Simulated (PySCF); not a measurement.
**Ge: interval between two levels**

Ge [Ar] 3d10 4s2 4p2 [3P2, M_J = 2] → Ge [Ar] 3d10 4s1 4p3 [5S2, M_J = 2], as a difference of total energies. Calculation: PySCF 2.14, in x2c-TZVPall-2c; the two-component X2C-1e Hamiltonian. Correlated levels: [Ne] frozen. "Screened" scales the spin-orbit matrix elements by Boettger's factors to mimic the two-electron term; Breit and QED terms are absent.

```
                    method  interval between two levels (cm⁻¹)
           GHF (spin-free)                               28015
          GMP2 (spin-free)                               37073
 GHF (screened spin-orbit)                               27575
GMP2 (screened spin-orbit)                               36606
```

The spin-free rows relax to the high-spin LS determinant and lack the spin-orbit shift.

Errors of the correlated levels include the incompleteness of this basis and the frozen core.

The labels give the starting determinants; with spin-orbit coupling the two ends relaxed to ⟨J²⟩ = 6.01, ⟨L²⟩ = 2.05, ⟨S²⟩ = 1.98 and ⟨J²⟩ = 6.00, ⟨L²⟩ = 0.00, ⟨S²⟩ = 6.00.

For comparison: 40517 cm⁻¹ (measured; NIST Handbook of Basic Atomic Spectroscopic Data (Sansonetti and Martin, J. Phys. Chem. Ref. Data 34, 1559 (2005))).
